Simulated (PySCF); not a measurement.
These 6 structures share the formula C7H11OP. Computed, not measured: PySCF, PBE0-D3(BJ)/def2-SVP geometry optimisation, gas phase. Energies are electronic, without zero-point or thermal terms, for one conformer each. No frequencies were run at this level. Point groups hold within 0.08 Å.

**Question.** Order them by energy at this level, lowest first, and give relative energies in kJ/mol.
A. `[CH:1]#[C:2][P:3]1(=[CH2:4])[CH2:5][CH2:6][O:7][CH2:8][CH2:9]1` with C2–P3–C5–C6 66°, P3–C5–C6–O7 57°, C5–C6–O7–C8 -68°, C6–O7–C8–C9 69°
B. `CC(C)(C)c1cpco1`
C. `[CH3:1][CH:2]([CH3:3])[PH:4][c:5]1[cH:6][cH:7][o:8][cH:9]1` with C1–C2–P4–C5 -177°, C2–P4–C5–C6 -85°
D. `[CH2:1]=[CH:2]/[C:3]([O:4][CH3:5])=[P:6]\[CH:7]1[CH2:8][CH2:9]1` with C1–C2–C3–O4 2°, C2–C3–O4–C5 180°, C3–P6–C7–C8 -152°
E. `[CH2:1]=[CH:2][C:3]1=[C:4]([O:5][CH3:6])[PH:7][CH2:8][CH2:9]1` with C1–C2–C3–C4 174°, C3–C4–O5–C6 167°, C3–C4–P7–C8 -11°, C4–P7–C8–C9 22°, P7–C8–C9–C3 -29°, C2–C3–C9–C8 -162°
F. `[CH3:1][c:2]1[p:3][cH:4][o:5][c:6]1[CH:7]([CH3:8])[CH3:9]` with O5–C6–C7–C8 63°

**Answer.** F (0.0), B (2.8), C (34.4), E (106.0), D (207.8), A (341.8).

As drawn, the lowest has an aromatic ring, which the highest lacks; the highest has a C≡C bond, which the lowest lacks. Neighbours under 10 kJ/mol apart (Cc1pcoc1C(C)C and CC(C)(C)c1cpco1) can change places with a better method, another conformer or zero-point energy.

| SMILES | E (Eh) | E rel (kJ/mol) | dipole (D) | point group | A, B, C (MHz) |
| --- | --- | --- | --- | --- | --- |
| Cc1pcoc1C(C)C | -689.05282 | 0.0 | 1.86 | near Cs | 2266, 1034, 843.5 |
| CC(C)(C)c1cpco1 | -689.05176 | 2.8 | 1.85 | – | 2861, 929.6, 829.4 |
| CC(C)Pc1ccoc1 | -689.03970 | 34.4 | 1.18 | C1 | 3155, 762.0, 722.1 |
| C=CC1=C(OC)PCC1 | -689.01246 | 106.0 | 0.94 | C1 | 1800, 1210, 744.3 |
| C=C/C(OC)=P\C1CC1 | -688.97369 | 207.8 | 0.61 | C1 | 2189, 932.5, 686.1 |
| C#CP1(=C)CCOCC1 | -688.92264 | 341.8 | 2.38 | C1 | 1911, 1201, 1062 |

**Question.** How do the relative energies change in single points at PBE0/pcSseg-1 (no added dispersion term) on the same geometries?

**Answer.** 
```tsv
SMILES	PBE0-D3(BJ)/def2-SVP (kJ/mol)	PBE0/pcSseg-1 (kJ/mol)	shift
Cc1pcoc1C(C)C	0.0	0.0	0.0
CC(C)(C)c1cpco1	2.8	1.9	-0.9
CC(C)Pc1ccoc1	34.4	34.7	+0.3
C=CC1=C(OC)PCC1	106.0	106.9	+0.9
C=C/C(OC)=P\C1CC1	207.8	204.1	-3.7
C#CP1(=C)CCOCC1	341.8	332.2	-9.6
```

Each column counts from its own lowest isomer. The order is unchanged; the largest shift is 9.6 kJ/mol.

**Question.** As an exercise, what shares would exp(−E/RT) give at 500 K from these electronic energies alone (no entropy, no degeneracies)?

**Answer.** RT = 4.157 kJ/mol: Cc1pcoc1C(C)C 66.1 %, CC(C)(C)c1cpco1 33.9 %, CC(C)Pc1ccoc1 under 0.1 %, C=CC1=C(OC)PCC1 under 0.1 %, C=C/C(OC)=P\C1CC1 under 0.1 %, C#CP1(=C)CCOCC1 under 0.1 %.
